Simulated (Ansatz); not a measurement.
Correlation energies of CH₅BFNO, SMILES `NB(O)CF` by basis set

```xyz
10

N     0.326    1.021   -0.872
B     0.038    0.269    0.273
O     0.031    0.759    1.554
C    -0.312   -1.267    0.119
F    -0.278   -1.669   -1.219
H     0.559    1.997   -0.888
H     0.309    0.583   -1.777
H     0.245    1.691    1.627
H    -1.312   -1.489    0.508
H     0.395   -1.895    0.674
```

Total charge 0; spin multiplicity 1. Geometry: relaxed with PBE0-D4/def2-TZVP. It is one conformer, not always the lowest. Frozen core, restricted reference, Ansatz 0.2.0. CBS rows extrapolate triple and quadruple zeta; past MP2 they add the triple-zeta difference.

```
     basis     HF (Eh)  MP2 corr.
def2-TZVPP  -294.44575   -0.96777
def2-QZVPP  -294.45948   -1.04504
```

(1) Estimate the CCSD correlation energy and the (T) correction in each basis where they were run (hartree).

Answers

(1) 
| basis | CCSD corr. | (T) |
| --- | --- | --- |
| def2-TZVPP | -0.99376 | -0.03481 |
| CBS(def2) | -1.12827 | as TZ |
